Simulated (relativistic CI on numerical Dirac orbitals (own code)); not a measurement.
Computed by Dirac-Coulomb-Breit CI, separate exchange-only KLI orbitals for each configuration, QED by a radiative potential, unscaled Slater integrals (own radial code, finite nucleus).

The strongest absorption lines from the ground level of an ion, among the configurations computed and to levels below about 115 eV (vacuum wavelength in Å, gf): 140.35 (0.54), 144.58 (0.78), 171.38 (10), 171.43 (0.42), 174.38 (0.77), 177.08 (4), 182.34 (14), 262.48 (0.56).

Which ion is it?
A. Rh⁸⁺
B. Rh¹⁰⁺
C. In¹²⁺
D. Ag¹⁰⁺

A. Rh⁸⁺ has 37 electrons and the ground level 4s²4p⁶4d ²D3/2; the strongest line goes to 4s²4p⁵4d² ²F°5/2. The pattern of lines fixes the number of electrons, and along that sequence the line energies rise steadily with the charge (about as its square where n changes within one kind of shell, about linearly where n is kept but much faster in heavy ions where fine structure, which grows about as Z⁴, sets the gap, and irregularly where shells cross), which fixes Z. Configurations outside the model, such as inner-shell arrays, can give stronger lines. At this charge configurations can still be misplaced by up to about 7 % of their energy.

LS names give the leading component of a level, which can be under half, so a name can repeat, a term be missing and a line seem to break the LS rules.
